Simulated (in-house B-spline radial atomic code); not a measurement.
Mg⁺. Computed with a B-spline radial atomic code. Model: all-electron spherical atom, spin shells full or empty, radial basis limit, no spin-orbit coupling: exact exchange with a local potential (Slater, KLI or optimised effective potential, whose far tail is KLI's), no correlation.

Empty minority-spin level lies below the highest occupied level: each spin potential is zero at infinity, spin occupations fixed.

The run also made RPA and GW results, which its time includes.

The Slater potential averages the orbital exchange potentials with the orbital densities as weights, KLI adds orbital constants, and the optimised effective potential minimises the exact-exchange energy among local potentials. So their energies lie above Hartree-Fock in the order OEP, KLI, Slater. All fall off as −1/r, unlike LDA and GGA exchange.

Command:
```bash
python run_gw.py task.json out
```
Settings (nuclear radius in fm, other lengths in bohr, energies in hartree):
```
Z                      12
electrons              11
configuration          [Ne] 3s1
hamiltonian            x2c
method                 kli
lmax                   9
rms_radius             3.057
spin_polarised         True
box_radius             23.78
intervals              107
ion_configuration      [He] 2s2 2p6
```

Time taken, with all properties: 11 s on 1 thread of Arm Neoverse N1, on a shared host.

Given: hamiltonian one-electron scalar X2C; mean-field start exchange-only KLI.

Computed: energy above Hartree-Fock 3.28 millihartree.

```csv
radius (bohr),r times exchange potential up (hartree bohr),r times exchange potential down (hartree bohr)
0.00417,-0.039144,-0.040571
0.00509,-0.04773,-0.049471
0.00623,-0.05833,-0.060462
0.00761,?,?
0.0093,-0.086609,-0.089793
0.0114,-0.10567,-0.10958
0.0139,-0.12801,-0.13278
0.017,?,?
0.0208,-0.18727,-0.19442
0.0254,-0.2245,-0.23325
0.031,-0.2671,-0.2778
0.0379,-0.3152,-0.32833
0.0464,-0.3676,-0.38375
0.0567,-0.42103,-0.44089
0.0693,-0.47213,-0.49658
0.0847,-0.51532,-0.54548
0.104,-0.54424,-0.58169
0.127,-0.55058,-0.59691
0.155,-0.53217,-0.58961
0.189,-0.50119,-0.5722
0.231,-0.50102,-0.58786
0.283,-0.5794,-0.68431
0.345,-0.70905,-0.83563
0.422,-0.84584,-1.0007
0.516,-0.95795,-1.1488
0.631,-1.0243,-1.2608
0.771,-1.0274,-1.3208
0.942,-0.96101,-1.3257
1.15,-0.83306,-1.287
1.41,-0.68056,-1.2234
1.72,-0.64521,-1.1585
2.1,-0.75246,-1.1035
2.57,-0.86354,-1.0635
3.14,-0.93578,-1.0383
3.84,-0.97589,-1.0236
4.7,-0.99334,-1.0152
5.74,-0.99873,-1.0101
```

Task: What belongs in the row 0.00761?

Result: r times exchange potential up (hartree bohr): -0.071097; r times exchange potential down (hartree bohr): -0.073702.

Task: What belongs in the row 0.017?

Result: r times exchange potential up (hartree bohr): -0.15511; r times exchange potential down (hartree bohr): -0.16094.

| occupied | level (hartree) | Hartree-Fock level (hartree) |
| --- | --- | --- |
| 1s up | -46.737 | -49.446 |
| 1s down | -47.1 | -49.438 |
| 2s up | ? | ? |
| 2s down | -3.8322 | -4.0891 |
| 2p up | -2.2212 | -2.6048 |
| 2p down | -2.5949 | -2.5985 |
| 3s up | -0.54212 | -0.54241 |

Task: What belongs in the row 2s up?

Result: level (hartree): -3.457; Hartree-Fock level (hartree): -4.1068.

```csv
empty,level (hartree)
3s down,-0.67831
3p down,-0.47336
3p up,-0.38536
4s down,-0.25948
3d down,-0.25916
4s up,-0.23282
3d up,?
4p down,-0.20568
```

Task: What belongs in the row 3d up?

Result: level (hartree): -0.22456.

The highest level, 3s up, differs from Hartree-Fock by +0.0078 eV and the deepest, 1s down, by +63.6 eV: a local potential can match the highest level but can't give each shell its own exchange.
